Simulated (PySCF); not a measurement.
Vertical excitations of a molecule C4H9NSi from TDDFT-CAM-B3LYP/def2-SVPD in PySCF 2.14.0, as energy in eV (oscillator strength): 5.60 (0.004), 5.76 (0.003), 6.18 (0.002), 6.56 (0.007), 6.87 (0.016), 6.92 (0.419), 7.19 (0.014), 7.23 (0.021), 7.36 (0.005), 7.49 (0.044). Lowest triplet (TDA): 4.07 eV. Geometry: PBE0-D3(BJ)/def2-SVP. Other conformers were not sampled.

Q: Which molecule gave these data?
A. C/C=C/C=N/[SiH3]
B. C=C1[SiH2]N[C@H]1C
C. C=C=C[C@@H](N)[SiH3]
D. C[C@@]1(N)C=C[SiH2]1

A: B, C=C1[SiH2]N[C@H]1C
